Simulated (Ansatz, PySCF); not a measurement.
BH2O2, SMILES O[B]O, multiplicity 2. Atoms are numbered in the order given.

```xyz
5

O      0.0000     1.2210     0.0406
B      0.0000     0.0000    -0.5370
O      0.0000    -1.2210     0.0406
H      0.0000     1.2322     1.0116
H      0.0000    -1.2322     1.0116
```
Charge 0, spin multiplicity 2.

Geometry optimised at r2SCAN-D4/def2-TZVP. The isomer is the one that the SMILES or the coordinates give; other isomers of the formula were not compared. The values are those of a single conformer.

Two levels are set side by side: PBE-D3(BJ)/def2-TZVP (Ansatz, a program for electronic structure) and r2SCAN-D4/def2-TZVP (Ansatz). Each level has its own optimised geometry; the coordinates shown are those of the second. Frequencies come from the Hessian of PySCF at each geometry. Differences are taken from unrounded values.

| quantity | r2SCAN-D4 |
|---|---|
| mean bond length (Å) | 1.161 |
| bond O1–B2 (Å) | 1.351 |
| bond B2–O3 (Å) | 1.351 |
| bond O1–H4 (Å) | 0.971 |
| bond O3–H5 (Å) | 0.971 |
| highest harmonic wavenumber (cm⁻¹) | 3651 |
| mean harmonic wavenumber (cm⁻¹) | 1465 |
| zero-point energy (kcal/mol) | 18.84 |

What does PBE-D3(BJ) give, and how far is it from r2SCAN-D4? (The exact figures need the calculation; the answer reports its results.)


```csv
quantity,PBE-D3(BJ),PBE-D3(BJ) minus r2SCAN-D4
mean bond length (Å),1.168,0.007
bond O1–B2 (Å),1.354,0.004
bond B2–O3 (Å),1.354,0.004
bond O1–H4 (Å),0.982,0.011
bond O3–H5 (Å),0.982,0.011
highest harmonic wavenumber (cm⁻¹),3519,-132
mean harmonic wavenumber (cm⁻¹),1419,-46
zero-point energy (kcal/mol),18.26,-0.59
```
